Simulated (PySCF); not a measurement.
ZnBr, SMILES [Zn+][Br], charge +1. Geometry optimised at PBE0-D3(BJ)/def2-TZVP. The spin state was assumed, not searched.

Problem. Give the equilibrium geometry at PBE0-D3(BJ)/def2-TZVP (PySCF confirms it by a frequency run) as a Z-matrix, and its point group. (Estimate from the structure and the level; the computed values follow.)

Solution. point group C∞v.
```
Zn
Br 1 2.1924
```
Charge +1, spin multiplicity 1.
